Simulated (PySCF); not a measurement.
Atom-mapped SMILES (the numbers label the heavy atoms): `[F:1][S@OH5:2]([F:3])([F:4])([F:5])([F:6])[F:7]`.

Geometry: PBE0-D3(BJ)/def2-SVP; GIAO shifts from PySCF, gas phase, non-relativistic, averaged over equivalent atoms.

At PBE0/pcSseg-0 (67 basis functions, 2.7 s wall time on 1 thread of an x86-64 server CPU, shared host):
```csv
atoms,δ (ppm)
F6,95.8
F4/F5,95.8
F1,95.7
F3,95.7
F7,95.7
S2,327.9
```

Shifts are taken against calculated references (same method and geometry level): ¹⁹F (σref 178.37) vs CFCl3; ³³S (σref 515.45) against CS2.

Question: Predict the values at WP04/pcSseg-2 on the same geometry.

Answer: 
```tsv
atoms	δ at WP04/pcSseg-2	change
F6	100.7	+4.9
F4/F5	100.8	+5.0
F1	100.6	+4.9
F3	100.5	+4.8
F7	100.5	+4.8
S2	225.4	-102.5
```

δ = σ(ref) − σ, references computed at the same level: CFCl3 for ¹⁹F (σ = 177.34 ppm); ³³S (σ = 468.55 ppm) against CS2.

The largest change is at S2 (sulfur bonded to 6 F). Cost: 259 basis functions, 25 s wall time on 1 thread of an Arm Neoverse V2, shared host.

Unscaled 19F shifts against computed CFCl3 carry errors that often reach 10 to 50 ppm.
